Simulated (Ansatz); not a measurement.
The same molecule with X = F, Cl, Br. Ansatz, PBE0-D4/def2-TZVP geometries, multiplicity 2.

Elements past krypton have def2 core potentials. Scalar relativity is left out up to krypton.

| X | molecule | mean X–Sn bond length / Å | ideal-gas entropy at 298 K and 1 bar (rigid rotor, harmonic PBE0-D4/def2-TZVP) / J/(mol·K) | size of the dipole moment (B3LYP/def2-TZVPP) / D | size of the dipole moment (ωB97M-V/def2-TZVPP) / D |
| --- | --- | --- | --- | --- | --- |
| F | `[F][SnH2]`• | 1.932 | 275 | 2.70 | 2.74 |
| Br | `[Br][SnH2]`• | 2.493 | 298 | 2.22 | 2.39 |

Problem. Give the row for X = Cl, `[Cl][SnH2]`•. (Best estimate.)

Solution. The calculation gave: 
| X | molecule | mean X–Sn bond length / Å | ideal-gas entropy at 298 K and 1 bar (rigid rotor, harmonic PBE0-D4/def2-TZVP) / J/(mol·K) | size of the dipole moment (B3LYP/def2-TZVPP) / D | size of the dipole moment (ωB97M-V/def2-TZVPP) / D |
| --- | --- | --- | --- | --- | --- |
| Cl | `[Cl][SnH2]`• | 2.343 | 286 | 2.39 | 2.50 |

From F to Br the mean X–Sn bond length rises at each step, by 0.561 Å in all; the ideal-gas entropy at 298 K and 1 bar (rigid rotor, harmonic PBE0-D4/def2-TZVP) rises at each step, by 23 J/(mol·K) in all. Bonds lengthen as the atom grows down the group. Dipoles are sizes alone, and their direction can turn along the series.

B3LYP here is the variant with VWN-RPA as its local correlation; programs differ in this.
